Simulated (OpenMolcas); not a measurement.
# Computed transition rates of Mo⁴⁺

```
Program             : OpenMolcas
Method              : SS-CASPT2, IPEA 0.25 Eh, imaginary shift 0.1 Eh (closed shells correlated: 4s 4p)
Basis               : ANO-RCC-VQZP [8s7p5d3f2g1h]
Scalar Hamiltonian  : DKH2, point nucleus
Active space        : 2 electrons in 10 orbitals (4d 5d)
State averaging     : 2S+1 = 3 even, 10 roots; 2S+1 = 1 even, 15 roots
Spin-orbit coupling : state interaction with AMFI integrals over the reference wave functions, term energies averaged over their components
```

Rates come from the transition moments of the reference wave functions (E1 and E2 in the length form). At fixed line strength A goes as λ^-3 for E1 and M1 and as λ^-5 for E2, so a rate at the computed wavelength can be rescaled to the measured one. Measured vacuum wavelengths follow from level energies in Sugar and Musgrove, J. Phys. Chem. Ref. Data 17, 155 (1988). Branching counts decays inside the model space alone, at computed energies, and the table is only a selection of the E2 and M1 lines, drawn from those between levels with measured partners whose computed energy lies within a factor of 1.5 of the measured one.

| Upper | Lower | Type | λ computed (nm) | λ measured (nm) | A computed (s-1) | A rescaled (s-1) | Branching % |
| --- | --- | --- | --- | --- | --- | --- | --- |
| 4d2 3P1 | 4d2 3P0 | M1 | 16540 | 15500 | 3.97e-03 | 4.82e-03 | 3.2 |
| 4d2 3P2 | 4d2 3P1 | M1 | 7448 | 6245 | 2.88e-02 | 4.89e-02 | 6.8 |
| 4d2 3F3 | 4d2 3F2 | M1 | 6625 | 6338 | 8.71e-02 | 9.95e-02 | 100.0 |
| 4d2 3F4 | 4d2 3F3 | M1 | 5855 | 5620 | 1.01e-01 | 1.14e-01 | 100.0 |
| 4d2 3P2 | 4d2 1D2 | M1 | 2614 | 3108 | 2.49e-01 |  | 59.0 |
| 4d2 1D2 | 4d2 3F3 | M1 | 1198 | 1161 | 3.58e-01 |  | 52.6 |
| 4d2 1D2 | 4d2 3F2 | M1 | 1015 | 981.3 | 3.21e-01 |  | 47.1 |
| 4d2 3P2 | 4d2 3F4 | E2 | 955.9 | 994.9 | 3.00e-02 | 2.46e-02 | 7.1 |
| 4d2 3P1 | 4d2 3F3 | E2 | 923.6 | 977.6 | 3.66e-02 | 2.75e-02 | 29.7 |
| 4d2 3P0 | 4d2 3F2 | E2 | 852.4 | 895.9 | 8.49e-02 | 6.62e-02 | 100.0 |
| 4d2 3P2 | 4d2 3F3 | M1 | 821.7 | 845.3 | 8.06e-02 |  | 19.1 |
| 4d2 3P2 | 4d2 3F3 | E2 | 821.7 | 845.3 | 1.78e-02 | 1.55e-02 | 4.2 |
| 4d2 3P1 | 4d2 3F2 | E2 | 810.6 | 847 | 3.33e-02 | 2.67e-02 | 27.0 |
| 4d2 3P1 | 4d2 3F2 | M1 | 810.6 | 847 | 7.07e-03 |  | 5.7 |
| 4d2 1G4 | 4d2 3F4 | M1 | 750.2 | 769.4 | 3.47e-01 |  | 53.3 |
| 4d2 3P2 | 4d2 3F2 | M1 | 731.1 | 745.8 | 1.29e-02 |  | 3.1 |
| 4d2 3P2 | 4d2 3F2 | E2 | 731.1 | 745.8 | 3.37e-03 | 3.05e-03 | 0.8 |
| 4d2 1G4 | 4d2 3F3 | M1 | 665 | 676.8 | 3.00e-01 |  | 46.2 |
| 4d2 1S0 | 4d2 3P2 | E2 | 410 | 411 | 1.29e+00 |  | 5.8 |
| 4d2 1S0 | 4d2 3P1 | M1 | 388.6 | 385.6 | 5.93e+00 |  | 26.6 |
| 4d2 1S0 | 4d2 1D2 | E2 | 354.4 | 363 | 1.45e+01 | 1.29e+01 | 65.1 |
| 4d2 1S0 | 4d2 3F2 | E2 | 262.7 | 265 | 5.58e-01 |  | 2.5 |

Spin-changing lines and M1 lines between different terms are not rescaled, since their strength hangs on the term gaps too.

The largest correction is for 4d2 3P2 → 4d2 3P1 (M1): 2.88e-02 × (7448 / 6245)^3 = 4.89e-02 s-1, a factor of 1.70.

The computed rate and branching of 4d2 3F3 → 4d2 3F2 give the upper level a radiative lifetime of 1.000 / 8.71e-02 s-1 = 1.15e+01 s, counting decays inside the model space alone. The rescaled rate gives about 1.0e+01 s.

These are rates of the free ion; in crystals, glasses and complexes forced electric-dipole and non-radiative decay shorten such lifetimes by orders of magnitude. No measured rate stands beside these. Rescaling mends the energy factor alone: line strengths can still be far off where a level mixes with configurations outside the active space, and weak or spin-changing lines hang on small mixing coefficients that depend on the term gaps too, so rescaling need not improve them.

Term energies are means over components that CASPT2 splits; among the terms shown or strongly mixed into the levels shown the widest spread is 670 cm-1 (4d2 3F). Active for correlation alone: 5d; no level in the range computed is led by a configuration that fills it, so any true level of that kind is missing. Computed and measured levels are paired by configuration, term and J; levels that our copy of the source lacks, or whose pairing is in doubt (as where it misses far off the trend of its configuration), stay unpaired. Levels of configurations outside the active space are missing.
